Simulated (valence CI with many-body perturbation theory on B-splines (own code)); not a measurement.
# Forbidden lines of Zr+

Method: relativistic CI+MBPT: three valence electrons over a frozen Dirac-Fock core [Kr], radial functions for each j: 9 s, 9 p, 10 d, 8 f, 5 g, 3 h, 1 i, with the one-electron correlation potential Σ1, the two-electron term Σ2, the three-electron term Σ3, Breit, model QED; selected CI, second order for the rest (own B-spline code, finite nucleus).

Against 26 measured levels this calculation errs by 278 cm⁻¹ on average and by 664 at most. These come from a selection out of the NIST Handbook of Basic Atomic Spectroscopic Data. Levels without a partner in it may be off by more, other configurations by 1,000 to 4,000 cm⁻¹.

Lines 51 to 91 of 91 in falling wavelength, among levels below 37745 cm⁻¹, chosen from the decays that carry over 1 % of a level's rate. Wavelengths and rates use the calculated energies, so an error of 300 cm⁻¹ moves a line at 1670 nm by 5 % and its rate by three times that or more. Electric multipoles are in the length gauge, E1 and E2 with the static RPA response of the core. Weak lines are less certain than strong ones. Lines between different terms over intervals too small for the method are left out, as are lines whose strength nearly cancels and 3 of this kind that miss the measured wavelength by over 7 %. Branching is blank where the lifetime is uncertain.

Names give the largest LS component (configuration and term), which can be under half, so a name can repeat, a term be missing and a line seem to break the LS rules; names also repeat where a configuration has a term twice.

| λ vac (nm) | Upper | Lower | Type | A (s⁻¹) | Branch % |
| --- | --- | --- | --- | --- | --- |
| 1699 | 4d²5s ⁴P_3/2 | 4d³ ⁴F_5/2 | E2 | 4.54e-03 | 8.5 |
| 1673 | 4d²5s ⁴P_1/2 | 4d³ ⁴F_3/2 | E2 | 8.46e-03 | 18.1 |
| 1670 | 4d³ ²P_3/2 | 4d²5s ⁴F_3/2 | M1 | 4.66e-04 |  |
| 1635 | 4d²5s ²F_7/2 | 4d²5s ⁴F_5/2 | M1 | 6.30e-03 | 18.4 |
| 1613 | 4d²5s ⁴P_3/2 | 4d³ ⁴F_3/2 | E2 | 1.90e-03 | 3.5 |
| 1610 | 4d²5s ⁴P_5/2 | 4d³ ⁴F_5/2 | E2 | 8.65e-04 | 1.5 |
| 1538 | 4d³ ²G_9/2 | 4d²5s ⁴F_9/2 | M1 | 6.73e-03 | 12.3 |
| 1535 | 4d³ ⁴P_5/2 | 4d³ ⁴F_9/2 | E2 | 1.40e-02 | 10.8 |
| 1485 | 4d³ ²G_7/2 | 4d²5s ⁴F_7/2 | M1 | 2.59e-03 | 7.8 |
| 1480 | 4d³ ⁴P_3/2 | 4d³ ⁴F_7/2 | E2 | 1.26e-02 | 8.4 |
| 1464 | 4d³ ²H_9/2 | 4d²5s ²D_5/2 | E2 | 1.74e-03 | 4.2 |
| 1437 | 4d³ ⁴P_1/2 | 4d³ ⁴F_5/2 | E2 | 1.10e-02 | 5.7 |
| 1433 | 4d³ ⁴P_5/2 | 4d³ ⁴F_7/2 | E2 | 6.33e-03 | 4.9 |
| 1416 | 4d³ ²G_9/2 | 4d²5s ⁴F_7/2 | M1 | 3.65e-03 | 6.7 |
| 1404 | 4d²5s ⁴P_5/2 | 4d²5s ⁴F_9/2 | E2 | 1.32e-02 | 22.5 |
| 1398 | 4d³ ⁴P_3/2 | 4d³ ⁴F_5/2 | E2 | 1.12e-02 | 7.5 |
| 1393 | 4d³ ²G_7/2 | 4d²5s ⁴F_5/2 | M1 | 2.94e-03 | 8.8 |
| 1375 | 4d³ ⁴P_1/2 | 4d³ ⁴F_3/2 | E2 | 1.89e-02 | 9.9 |
| 1359 | 4d²5s ⁴P_3/2 | 4d²5s ⁴F_7/2 | E2 | 1.19e-02 | 22.2 |
| 1356 | 4d³ ⁴P_5/2 | 4d³ ⁴F_5/2 | E2 | 1.74e-03 | 1.3 |
| 1339 | 4d³ ⁴P_3/2 | 4d³ ⁴F_3/2 | E2 | 4.22e-03 | 2.8 |
| 1318 | 4d²5s ⁴P_1/2 | 4d²5s ⁴F_5/2 | E2 | 1.02e-02 | 21.7 |
| 1302 | 4d²5s ⁴P_5/2 | 4d²5s ⁴F_7/2 | E2 | 6.49e-03 | 11.1 |
| 1281 | 4d²5s ⁴P_3/2 | 4d²5s ⁴F_5/2 | E2 | 1.17e-02 | 21.9 |
| 1266 | 4d²5s ⁴P_1/2 | 4d²5s ⁴F_3/2 | E2 | 1.88e-02 | 40.2 |
| 1231 | 4d²5s ⁴P_3/2 | 4d²5s ⁴F_3/2 | E2 | 4.53e-03 | 8.4 |
| 1230 | 4d²5s ⁴P_5/2 | 4d²5s ⁴F_5/2 | E2 | 1.83e-03 | 3.1 |
| 1207 | 4d³ ⁴P_5/2 | 4d²5s ⁴F_9/2 | E2 | 5.58e-02 | 43.0 |
| 1159 | 4d³ ⁴P_3/2 | 4d²5s ⁴F_7/2 | E2 | 4.73e-02 | 31.5 |
| 1146 | 4d³ ²H_11/2 | 4d³ ⁴F_9/2 | M1 | 2.53e-04 | 1.3 |
| 1130 | 4d³ ⁴P_5/2 | 4d²5s ⁴F_7/2 | E2 | 2.52e-02 | 19.4 |
| 1126 | 4d³ ⁴P_1/2 | 4d²5s ⁴F_5/2 | E2 | 4.44e-02 | 23.3 |
| 1102 | 4d³ ⁴P_3/2 | 4d²5s ⁴F_5/2 | E2 | 4.33e-02 | 28.7 |
| 1087 | 4d³ ⁴P_1/2 | 4d²5s ⁴F_3/2 | E2 | 7.92e-02 | 41.5 |
| 1076 | 4d³ ⁴P_5/2 | 4d²5s ⁴F_5/2 | E2 | 7.20e-03 | 5.5 |
| 1065 | 4d³ ⁴P_3/2 | 4d²5s ⁴F_3/2 | E2 | 1.69e-02 | 11.2 |
| 985.9 | 4d³ ²H_9/2 | 4d²5s ⁴F_9/2 | M1 | 8.72e-04 | 2.1 |
| 952.4 | 4d³ ²H_11/2 | 4d²5s ⁴F_9/2 | E2 | 3.76e-04 | 1.9 |
| 934.2 | 4d³ ²H_9/2 | 4d²5s ⁴F_7/2 | M1 | 4.64e-04 | 1.1 |
| 904.1 | 4d³ ²H_11/2 | 4d²5s ⁴F_7/2 | E2 | 1.02e-03 | 5.1 |
| 896.7 | 4d³ ²H_9/2 | 4d²5s ⁴F_5/2 | E2 | 9.89e-04 | 2.4 |
